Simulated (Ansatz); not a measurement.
Molecule (SMILES): [BH]F (BH-F), doublet.
Atoms: B1, F2, H3. Bonds: B1-F2, B1-H3.

Basis-set convergence of the lowest harmonic wavenumber at PBE with Ansatz (a program for electronic structure). Each level at its own minimum, finite differences of forces, unscaled; the reference is a large set that could be run, not a limit. Cartesian d functions, on some or all atoms, in 6-31+G*; all else is spherical. The program fits the integrals of some runs and decomposes those of others, by size. Open shells are unrestricted. No added dispersion term, no relativity. Reference: the value in def2-QZVPPD, 963 cm⁻¹, itself unsure by roughly 2 cm⁻¹ (its mean distance from pcseg-3, def2-QZVPP, cc-pVQZ). Deviations are taken from unrounded values.

```
basis              functions  lowest harmonic wavenumber (cm⁻¹)  minus reference (cm⁻¹)
-----------------  ---------  ---------------------------------  ----------------------
STO-3G                    11                               1100                     137
3-21G                     20                               1018                      54
6-31G                     20                                977                      13
pcseg-0                   20                                993                      30
def2-SV(P)                30                                971                       8
def2-SVP                  33                                978                      14
6-31+G*                   40                                963                       0
6-311G**                  42                                970                       7
def2-SVPD                 51                                957                      -7
def2-TZVP                 68                                966                       3
pcseg-2                   74                                966                       2
def2-TZVPP                76                                966                       2
def2-TZVPD                86                                961                      -2
jun-cc-pV(T+d)Z           92                                962                      -2
def2-TZVPPD               94                                961                      -2
6-311++G(3df,3pd)         96                                970                       6
aug-cc-pVTZ              115                                961                      -2
def2-QZVPPD              162                                963                       0
```
